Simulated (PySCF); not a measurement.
H9Si4, SMILES [SiH2][SiH2][SiH2][SiH3], multiplicity 2. The structure is a stationary point at PBE-D3(BJ)/def2-SVP. The isomer is the one that the SMILES or the coordinates give; other isomers of the formula were not compared. One conformer was computed; it need not be the lowest.

Computed equilibrium geometry at PBE-D3(BJ)/def2-SVP (PySCF confirms it by a frequency run) as bond lengths and angles, and its point group (one conformer of several):
point group Cs.
Atoms: Si1 Si2 Si3 Si4 H5 H6 H7 H8 H9 H10 H11 H12 H13. Bonded distances (Å): Si1–Si2 2.334, Si1–H5 1.509, Si1–H6 1.509, Si2–Si3 2.360, Si2–H7 1.507, Si2–H8 1.507, Si3–Si4 2.355, Si3–H9 1.508, Si3–H10 1.508, Si4–H11 1.506, Si4–H12 1.506, Si4–H13 1.506. Bond angles (°): Si2–Si1–H5 112.8, Si2–Si1–H6 112.8, H5–Si1–H6 109.3, Si1–Si2–Si3 110.6, Si1–Si2–H7 109.7, Si1–Si2–H8 109.7, Si3–Si2–H7 109.2, Si3–Si2–H8 109.2, H7–Si2–H8 108.4, Si2–Si3–Si4 110.6, Si2–Si3–H9 108.9, Si2–Si3–H10 108.9, Si4–Si3–H9 110.1, Si4–Si3–H10 110.1, H9–Si3–H10 108.2, Si3–Si4–H11 111.7, Si3–Si4–H12 109.4, Si3–Si4–H13 109.4, H11–Si4–H12 108.8, H11–Si4–H13 108.8, H12–Si4–H13 108.6.
Charge 0, spin multiplicity 2.
